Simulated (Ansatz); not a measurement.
One change: `BC#CF` becomes `FC#C[CH2][GeH3]`.

Ansatz, PBE0-D4/def2-TZVP geometries, multiplicity 1. 

Scalar relativity is left out up to krypton.

```csv
property,`BC#CF`
HOMO energy (B3LYP/def2-TZVPP) / eV,-7.74
LUMO energy (PBE0/def2-TZVPP) / eV,-2.21
HOMO energy (ωB97M-V/def2-TZVPP) / eV,-10.19
HOMO–LUMO gap (PBE/def2-TZVPP) / eV,3.53
size of the dipole moment (B3LYP/def2-TZVPP) / D,0.66
HOMO energy (PBE0/def2-TZVPP) / eV,-7.96
```

**Question.** What does the change do to each property? (An estimate is asked.)

**Answer.** Ansatz gave: 
```csv
property,`FC#C[CH2][GeH3]`,shift
HOMO energy (B3LYP/def2-TZVPP) / eV,-7.10,0.64
LUMO energy (PBE0/def2-TZVPP) / eV,0.61,2.82
HOMO energy (ωB97M-V/def2-TZVPP) / eV,-9.50,0.69
HOMO–LUMO gap (PBE/def2-TZVPP) / eV,5.93,2.40
size of the dipole moment (B3LYP/def2-TZVPP) / D,1.18,0.52
HOMO energy (PBE0/def2-TZVPP) / eV,-7.32,0.64
```

With PBE0 the HOMO rises by 0.64 eV and the LUMO rises by 2.82 eV, so the gap widens by about 2.18 eV. PBE moves the HOMO by 0.58 eV and ωB97M-V by 0.69 eV. Dipoles are sizes alone; their direction can turn.

B3LYP here is the variant with VWN-RPA as its local correlation; programs differ in this.
